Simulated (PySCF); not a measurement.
Dissociation curve of BeF, doublet.

Levels of theory: UKS-LDA (SVWN5) = unrestricted LDA (SVWN5)/cc-pVTZ (PySCF); ROHF/cc-pVTZ (PySCF); UKS-BLYP = unrestricted BLYP/cc-pVTZ (PySCF 2.14.0).

Magnitude of the dipole moment (D; its direction can reverse along the curve, and a method can change to another solution) and Mulliken charge of the fragment that holds Be1:

```json
[
 {"R / Å": "1.11", "μ UKS-LDA (SVWN5)": "0.10", "q UKS-LDA (SVWN5)": "-0.01", "μ ROHF": "0.15", "q ROHF": "0.19", "μ UKS-BLYP": "0.11", "q UKS-BLYP": "0.01"},
 {"R / Å": "1.16", "μ UKS-LDA (SVWN5)": "0.27", "q UKS-LDA (SVWN5)": "0.03", "μ ROHF": "0.36", "q ROHF": "0.22", "μ UKS-BLYP": "0.28", "q UKS-BLYP": "0.05"},
 {"R / Å": "1.24", "μ UKS-LDA (SVWN5)": "0.55", "q UKS-LDA (SVWN5)": "0.09", "μ ROHF": "0.70", "q ROHF": "0.27", "μ UKS-BLYP": "0.56", "q UKS-BLYP": "0.11"},
 {"R / Å": "1.27", "μ UKS-LDA (SVWN5)": "0.66", "q UKS-LDA (SVWN5)": "0.11", "μ ROHF": "0.83", "q ROHF": "0.29", "μ UKS-BLYP": "0.67", "q UKS-BLYP": "0.13"},
 {"R / Å": "1.33", "μ UKS-LDA (SVWN5)": "0.88", "q UKS-LDA (SVWN5)": "0.15", "μ ROHF": "1.10", "q ROHF": "0.33", "μ UKS-BLYP": "0.88", "q UKS-BLYP": "0.17"},
 {"R / Å": "1.37", "μ UKS-LDA (SVWN5)": "1.03", "q UKS-LDA (SVWN5)": "0.18", "μ ROHF": "1.29", "q ROHF": "0.35", "μ UKS-BLYP": "1.03", "q UKS-BLYP": "0.20"},
 {"R / Å": "1.40", "μ UKS-LDA (SVWN5)": "1.14", "q UKS-LDA (SVWN5)": "0.19", "μ ROHF": "1.43", "q ROHF": "0.37", "μ UKS-BLYP": "1.15", "q UKS-BLYP": "0.21"},
 {"R / Å": "1.44", "μ UKS-LDA (SVWN5)": "1.30", "q UKS-LDA (SVWN5)": "0.22", "μ ROHF": "1.61", "q ROHF": "0.39", "μ UKS-BLYP": "1.30", "q UKS-BLYP": "0.24"},
 {"R / Å": "1.49", "μ UKS-LDA (SVWN5)": "1.49", "q UKS-LDA (SVWN5)": "0.25", "μ ROHF": "1.85", "q ROHF": "0.41", "μ UKS-BLYP": "1.49", "q UKS-BLYP": "0.27"},
 {"R / Å": "1.57", "μ UKS-LDA (SVWN5)": "1.81", "q UKS-LDA (SVWN5)": "0.29", "μ ROHF": "2.24", "q ROHF": "0.45", "μ UKS-BLYP": "1.80", "q UKS-BLYP": "0.31"},
 {"R / Å": "1.70", "μ UKS-LDA (SVWN5)": "2.35", "q UKS-LDA (SVWN5)": "0.35", "μ ROHF": "2.89", "q ROHF": "0.50", "μ UKS-BLYP": "2.32", "q UKS-BLYP": "0.36"},
 {"R / Å": "1.86", "μ UKS-LDA (SVWN5)": "3.00", "q UKS-LDA (SVWN5)": "0.40", "μ ROHF": "3.72", "q ROHF": "0.56", "μ UKS-BLYP": "2.96", "q UKS-BLYP": "0.41"},
 {"R / Å": "2.06", "μ UKS-LDA (SVWN5)": "3.80", "q UKS-LDA (SVWN5)": "0.44", "μ ROHF": "4.79", "q ROHF": "0.62", "μ UKS-BLYP": "3.71", "q UKS-BLYP": "0.45"},
 {"R / Å": "2.29", "μ UKS-LDA (SVWN5)": "4.60", "q UKS-LDA (SVWN5)": "0.46", "μ ROHF": "6.07", "q ROHF": "0.66", "μ UKS-BLYP": "4.42", "q UKS-BLYP": "0.45"}
]
```

The scan ran from 1.11 to 5.50 Å; beyond the distances shown one of the unrestricted levels run for this scan, shown here or not, changes its spin distribution in one step.
